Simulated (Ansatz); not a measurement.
`CN[Si](Cl)(Cl)Cl` + H₂S → `S[Si](Cl)(Cl)Cl` + CH₃NH₂ at 500 K and 1 bar (ligand exchange at the Si–N bond).

Computed with Ansatz on PBE0-D4/def2-TZVP structures; ΔE is electronic, products minus reactants. CCSD(T)/CBS is the MP2 limit (def2-TZVPP, def2-QZVPP) plus CCSD(T) − MP2 in def2-TZVPP, frozen cores. This one scheme is used for every species. One conformer a species, not always the lowest.

```tsv
species	CCSD(T)/CBS energy (Eh)	H − E (kJ/mol)	S (J/(mol·K))
`CN[Si](Cl)(Cl)Cl`	-1763.76586	211.8	466.2
H₂S	-398.97279	57.0	224.0
`S[Si](Cl)(Cl)Cl`	-2066.97878	84.1	421.9
CH₃NH₂	-95.75281	191.8	270.3
```

H − E and S are ideal-gas, rigid-rotor, harmonic terms from PBE0-D4/def2-TZVP, for one conformer and one mirror image of each species. 1 Eh = 2625.50 kJ/mol, R = 8.31446 J/(mol·K).

**Question.** By hand: ΔE, ΔH, ΔS and ΔG.

**Answer.** ΔE = (-2066.97878) + (-95.75281) − (-1763.76586) − (-398.97279) = 0.00706 Eh = 18.5 kJ/mol. Δ(H − E) = 84.1 + 191.8 − 211.8 − 57.0 = 7.1, so ΔH = 25.6 kJ/mol. ΔS = 421.9 + 270.3 − 466.2 − 224.0 = 2.0 J/(mol·K). ΔG = 25.6 − 500 × (2.0)/1000 = 24.6 kJ/mol.

**Question.** By hand: the equilibrium constant, and the temperature at which ΔG would vanish if ΔH and ΔS stayed fixed.

**Answer.** log₁₀ K = −ΔG/(RT ln 10) = -2.6. ΔG = 0 at ΔH/ΔS = 12800 K, far beyond where these terms or the molecules hold.

The number of gas molecules stays the same, so ΔS is small and ΔH decides. A doubt of 5 kJ/mol in ΔE shifts log₁₀ K by 0.5 here. Other conformers and mirror images would add mixing entropy, several J/(mol·K) or more a flexible species. Modes under 60 cm⁻¹, often nearly free rotors, make the harmonic entropy too high. These are equilibria of isolated gas molecules and say nothing of rates. Largest T1 diagnostic: 0.010 (customary marks: 0.02 for closed shells, 0.045 for open ones).
